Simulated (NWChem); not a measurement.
System: CdBrF; SMILES [Br][Cd][F]

Program: NWChem. This build's default masses of Se (78.918 u) and Br (79.917 u) are each other's, which moves their modes by up to 0.6 %. def2 effective core potentials on Cd; no spin-orbit coupling. Each level has its own optimisation; frequencies are unscaled.

For level LDA (Slater exchange, VWN5)/def2-SVP:

```yaml
r Br–Cd (Å): 2.353
highest harmonic frequency (cm⁻¹): 642
```

**Question.** Estimate the same quantities for level PBE/def2-SVP.

**Answer.** 
| Property | Value |
|---|---|
| r Br–Cd (Å) | 2.405 |
| highest harmonic frequency (cm⁻¹) | 601 |
